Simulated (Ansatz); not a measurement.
This geometry of ClGeH2 (4 atoms, charge 0, multiplicity 2) is a first-order saddle point.

Level of theory: Ansatz, UKS B3LYP-D4/def2-TZVP.

```xyz
4
Properties=species:S:1:pos:R:3
Cl -1.663 -0.134 0.978
Ge 0.184 0.015 -0.109
H 0.041 0.259 -1.595
H 1.438 -0.139 0.725
```

Which two structures does it join? (They come from a converged band through this point; their orientation in space is the band's.)

No bond is made or broken. The height of Ge2 over the plane of its neighbours goes from 0.60 to -0.60 Å. The two ends are copies of one structure, up to a mirror image or an exchange of like atoms.

Initial state:

```xyz
4
Properties=species:S:1:pos:R:3
Cl -1.574 0.310 1.001
Ge 0.110 -0.462 -0.146
H 0.076 0.263 -1.517
H 1.388 -0.111 0.661
```

Final state:

```xyz
4
Properties=species:S:1:pos:R:3
Cl -1.589 -0.555 0.862
Ge 0.127 0.481 0.006
H 0.076 0.224 -1.523
H 1.387 -0.150 0.655
```

How far does it lie above each of them?

12.8 kcal/mol above the first and 12.8 kcal/mol above the second. This is the barrier of this one path; another mechanism may lie lower.

Run time: 22 s on 2 threads of Intel(R) Xeon(R) 6975P-C (Granite Rapids), on a shared host, peak memory 0.24 GiB.
